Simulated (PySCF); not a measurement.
## Te²⁺ (tellurium, charge +2) across methods

[Kr] 4d10 5s1 5p3, high-spin 5S determinant (an excited configuration). Computed with PySCF 2.14 in x2c-TZVPPall (8s6p4d2f, 60 functions), with the spin-free X2C one-electron Hamiltonian (Gaussian nucleus).

```tsv
method	E (hartree)	mean ε 4d β (eV)	mean ε 5s α (eV)	mean ε 5p α (eV)	Σ⟨r²⟩ (bohr²)	⟨S²⟩
wB97M-V	-6791.95	-67.393	-39.724	-27.768	41.37	6.001
PBE	-6791.95	-61.609	-34.723	-24.162	41.32	6.001
MN15	-6796.91	-65.125	-37.880	-26.338	40.91	6.002
B97-3	-6792.00	-64.948	-36.876	-25.376	41.18	6.001
BP86	-6793.14	-61.680	-34.800	-24.212	41.23	6.001
LDA	-6786.01	-61.741	-34.882	-24.238	41.29	6.001
PBE0	-6792.05	-64.788	-36.955	-25.512	41.27	6.001
UHF	-6789.69642	-72.997	-42.806	-28.902	41.63	6.003
r2SCAN	-6792.43	-62.496	-35.593	-24.608	41.21	6.002
```
